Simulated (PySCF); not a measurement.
# One molecule, several mistakes: GeH2OSi

These are calculations, not measurements. They come from PySCF 2.14.0, an open-source quantum chemistry program, on an isolated molecule that a program drew, which may never have been made. The molecule is GeH2OSi (charge 0, singlet), drawn as the SMILES string `[O]=[GeH][SiH]`.

Each row is a Hartree-Fock (HF) and frozen-core CCSD(T) single point in the cc-pV(D+d)Z basis, meant for a local HF minimum. Run 1 is clean. Each other run has one planted mistake out of seven kinds, and not every kind appears here: one electron removed, one electron added, multiplicity raised by two, geometry at a saddle point, minimal basis STO-3G, one bond length entered in bohr, all coordinates scaled. The reference is restricted for singlets and unrestricted otherwise, and also for a bond in bohr. Adding or removing an electron swaps singlet and doublet. Electrons count all cores. HOMO and LUMO are orbital energies over both spins, the gradient is its largest component, and the lowest frequency (negative if imaginary) is given only where the gradient is small. Bond lengths are over the 4 bonds as drawn. T1 is the CCSD diagnostic: over 0.02 (restricted) or 0.045 (unrestricted) a single reference is doubtful. Germanium has the cc-pVDZ-PP basis, with a core potential (ECP10MDF) in place of its 10 inner electrons, and its 3s, 3p and 3d shells are frozen in CCSD(T).

Geometry of the clean run:
```xyz
5
GeH2OSi, angstrom
O     1.8708   -0.0446    1.9377
Ge    1.5528    0.9571    0.6966
Si    0.0725    0.2773   -1.1369
H     2.2145    2.3524    0.6292
H    -1.0934    0.9452   -0.4399
```

```
run,electrons,basis functions,<S^2>,HOMO (eV),LUMO (eV),gradient (hartree/bohr),lowest frequency (cm^-1),mean bond (Å),longest bond (Å),T1,HF (hartree),CCSD(T) (hartree),mistake
1,56,70,0.000,-9.30,-0.70,1.1e-05,116,1.7846,2.453,0.0302,-658.22832,-658.63828,no fault
2,57,70,0.769,-2.36,6.32,2.7e-02,-,1.7846,2.453,0.0270,-658.28360,-658.69700,one electron added
3,56,70,2.365,-8.80,-0.82,4.5e-02,-,1.7846,2.453,0.0716,-658.21187,-658.60202,multiplicity raised by two
4,55,70,1.121,-15.42,-5.47,7.3e-02,-,1.7846,2.453,0.0860,-657.96740,-658.32112,?
```

**Which mistake was planted in run 4, and what did it cost?**

It counts 55 electrons, one fewer than the clean run, at the same geometry and basis. So the mistake is: one electron removed. Subtracting run 1 and multiplying by 627.51 kcal/mol a hartree, the energy moved by 163.7 kcal/mol in HF and 199.0 kcal/mol in CCSD(T).

Cautions from the logs. Run 1: T1 is over the limit, so its CCSD(T) energy is less reliable; run 3: T1 is over the limit, so its CCSD(T) energy is less reliable; run 4: T1 is over the limit, so its CCSD(T) energy is less reliable.
